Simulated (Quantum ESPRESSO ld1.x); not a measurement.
Values are calculated unless marked as measured or tabulated.
Species: Hf L. Configuration: [Ar] 3d5. Code: ld1.x of Quantum ESPRESSO 7.5. Model: scalar-relativistic Kohn-Sham, LDA (Slater exchange, VWN5 correlation), spin-unpolarised, spherical densities, point nucleus.

Unscreened Slater integrals over Kohn-Sham orbitals (cm^-1).

integral     value
F0(3d,3d)  1129700
F2(3d,3d)   582570
F4(3d,3d)   376510
F0(3d,3p)  1048000
F2(3d,3p)   503410
G1(3d,3p)   537470
G3(3d,3p)   359590
F0(3d,3s)  1039800
G2(3d,3s)   415230
F0(3d,2p)  1433100
F2(3d,2p)   430780
G1(3d,2p)   402750
G3(3d,2p)   232010
F0(3d,2s)  1418800
G2(3d,2s)   361460
F0(3p,3p)  1000700
F2(3p,3p)   501250
F0(3p,3s)   992390
G1(3p,3s)   645750
F0(3p,2p)  1328300
F2(3p,2p)   334310
G0(3p,2p)   133620
G2(3p,2p)   147080
F0(3p,2s)  1294300
G1(3p,2s)   105230
F0(3s,3s)   986640
F0(3s,2p)  1293300
G1(3s,2p)   131940
F0(3s,2s)  1270500
G0(3s,2s)   106650
F0(2p,2p)  2804900
F2(2p,2p)  1326200
F0(2p,2s)  2606800
G1(2p,2s)  1493000
F0(2s,2s)  2482400

Derived for the open shells (J is the average intra-shell exchange parameter used in DFT+U). 3d: Racah B = F2/49 - 5 F4/441 = 7620 cm^-1, C = 35 F4/441 = 29880 cm^-1, C/B = 3.92, F4/F2 = 0.646, J = (F2 + F4)/14 = 68510 cm^-1.
